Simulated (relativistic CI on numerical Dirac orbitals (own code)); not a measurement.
Se11+: q coefficients and field-shift factors

These numbers are calculated, not measured: Dirac-Coulomb-Breit CI, orbitals from a KLI potential per configuration, derivatives by finite differences, unscaled Slater integrals, QED left out (own radial code, finite nucleus).

Configurations in the expansion (outside the closed core [Ne]): 3s²3p⁶3d⁵, 3s²3p⁵3d⁶, 3s²3p⁴3d⁷, 3s3p⁶3d⁶, 3s²3p⁶3d⁴4s, 3p⁶3d⁷, 3s²3p⁶3d⁴4p, 3s²3p⁶3d³4s². Levels of other configurations are missing.

With x = (α/α₀)² − 1 an excitation energy changes as ω = ω₀ + qx; K = 2q/ω₀ is the relative enhancement. Terms are leading LS components, so labels can repeat. The field-shift factor is F = δν/δ⟨r²⟩ for the transition from the lowest level.

Lowest level 3s²3p⁶3d⁵ ⁶S5/2.

```
           Level  ω₀ (cm⁻¹)  q (cm⁻¹)        K  F (GHz/fm²)
 3s²3p⁶3d⁵ ⁴G5/2    71553.0     -3926    -0.11       0.0591
3s²3p⁶3d⁵ ⁴G11/2    72347.0    -681.8  -0.0188       0.0755
 3s²3p⁶3d⁵ ⁴G7/2    72499.7    -897.3  -0.0248       0.0739
 3s²3p⁶3d⁵ ⁴G9/2    72839.0      39.9   0.0011       0.0784
 3s²3p⁶3d⁵ ⁴P5/2    73567.4     -3441  -0.0935       0.0532
 3s²3p⁶3d⁵ ⁴P3/2    74776.1     -2608  -0.0698       0.0559
 3s²3p⁶3d⁵ ⁴P1/2    76081.6      -432  -0.0114       0.0661
 3s²3p⁶3d⁵ ⁴D7/2    85533.6    -565.3  -0.0132       0.0702
 3s²3p⁶3d⁵ ⁴D1/2    87535.2      2699   0.0617       0.0841
 3s²3p⁶3d⁵ ⁴D5/2    87926.8      2890   0.0657       0.0867
 3s²3p⁶3d⁵ ⁴D3/2    88184.5      3696   0.0838       0.0895
 3s²3p⁶3d⁵ ²D5/2   104277.1     -2433  -0.0467       0.0833
3s²3p⁶3d⁵ ²I11/2   105621.6     -2629  -0.0498        0.117
3s²3p⁶3d⁵ ²I13/2   107162.5     290.8  0.00543        0.131
 3s²3p⁶3d⁵ ²D3/2   107893.5     -1123  -0.0208       0.0904
 3s²3p⁶3d⁵ ²F7/2   111823.5     -1078  -0.0193       0.0979
 3s²3p⁶3d⁵ ⁴F9/2   115403.5     -2231  -0.0387        0.119
 3s²3p⁶3d⁵ ⁴F5/2   116581.6      1424   0.0244         0.13
 3s²3p⁶3d⁵ ⁴F7/2   117679.7      3258   0.0554        0.143
 3s²3p⁶3d⁵ ⁴F3/2   119528.5      4899    0.082        0.147
 3s²3p⁶3d⁵ ²F5/2   122534.3     12160    0.199        0.163
 3s²3p⁶3d⁵ ²H9/2   123224.6    -838.9  -0.0136        0.135
3s²3p⁶3d⁵ ²H11/2   127860.4      5500    0.086         0.17
```

At this charge energies of transitions that change n are usually good to better than 1 %, and those within a shell (Δn = 0) to a few per cent. Terms inside the open d or f shell come out 10 to 20 % too wide with unscaled integrals.
